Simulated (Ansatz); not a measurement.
Program: Ansatz. Geometries: PBE0-D4/def2-TZVP. ΔE: electronic, gas phase. CCSD(T)/CBS adds triple-zeta CCSD(T) − MP2 to the extrapolated MP2 energy (def2 sets, frozen cores). This one scheme is used for every species. Functionals use def2-TZVPP. B3LYP here is the variant with VWN-RPA as its local correlation; programs differ in this. HSE06 is defined as in plane-wave codes. def2 core potentials past Kr. For I outer-core shells are correlated without core-valence functions, which leaves a few kJ/mol of doubt a bond. Each species was taken in one conformer, which may not be the lowest.

Consider the substitution at a C–S bond: `C=C(S)Cl` + HI → `C=C(Cl)I` + H₂S.

```tsv
level	ΔE (kcal/mol)	difference from CCSD(T)/CBS
LDA (SPW92)	4.7	3.2
B97M-V	3.4	1.9
B3LYP-D4	2.8	1.3
r2SCAN0-D4	3.8	2.3
HSE06-D4	3.4	1.9
CAM-B3LYP-D4	3.5	2.0
ωB97X-V	3.2	1.7
PBE	3.2	1.7
r2SCANh	3.6	2.1
r2SCAN0	3.9	2.4
BHLYP	3.8	2.3
MP2/def2-SVP	4.1	2.6
HF/def2-TZVPP	4.1	2.6
SCS-MP2/def2-TZVPP	1.3	-0.2
MP2/def2-QZVPP	0.8	-0.7
HF/CBS(def2)	3.9	2.4
CCSD(T)/CBS	1.5	0
```

Largest T1 diagnostic among the species: 0.011.

From BLYP to BHLYP (50 % exact exchange), in def2-TZVPP and without D4, ΔE moves by +1.2 kcal/mol. In def2-TZVPP, CCSD(T) changes the Hartree–Fock value by −2.1 kcal/mol (the triples alone add −0.3 kcal/mol) and MP2 by −2.9 kcal/mol.
